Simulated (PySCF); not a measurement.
Compound: Zr(OSiH3)4 (singlet state).
Bonds: Zr1–O2, Zr1–O7, Zr1–O12, Zr1–O17, O2–Si3, O7–Si8, O12–Si13, O17–Si18. Hydrogens: H4, H5, H6 on Si3; H9, H10, H11 on Si8; H14, H15, H16 on Si13; H19, H20, H21 on Si18.

A GFN2-xTB structure was refined with PySCF, PBE0-D3(BJ)/def2-SVP geometry optimisation, gas phase, def2 core potentials past Kr. Its GFN2-xTB values:

```csv
coordinate,GFN2-xTB
Zr1–O2,1.891 Å
O2–Si3,1.580 Å
Si3–H4,1.548 Å
Si13–H16,1.610 Å
Zr1–O2–Si3,112.6°
O2–Zr1–O7,107.9°
```

**Question.** How do these coordinates change at the PBE0-D3(BJ)/def2-SVP level?

**Answer.** 
| coordinate | PBE0-D3(BJ)/def2-SVP (Å or °) | change |
| --- | --- | --- |
| Si13–H16 | 1.494 | -0.116 |
| O2–Si3 | 1.660 | +0.080 |
| Si3–H4 | 1.494 | -0.054 |
| Zr1–O2 | 1.944 | +0.053 |
| Zr1–O2–Si3 | 177.0 | +64.4 |
| O2–Zr1–O7 | 108.7 | +0.8 |

The energy falls by 225.9 kJ/mol over 21 energy and gradient evaluations, the largest force component goes from 0.0594 to 2.7e-04 Eh/bohr, and the atoms move by 1.362 Å rms after alignment. The bond that changes most is Si13–H16 (ends: silicon bonded to O and 3 H; hydrogen on silicon), which shortens by 0.116 Å. Bonds longer at the end by more than 0.005 Å: 14 of 20; shorter: 6. Rotational constants go from 769.9, 475.1, 462.6 to 401.7, 394.3, 387.0 MHz.

The run used 219 basis functions and 152 SCF cycles in all. Time: 27 min wall; peak memory 1.3 GiB. Hardware: one thread of an Intel Xeon at 2.50 GHz, shared host.

No frequency check.
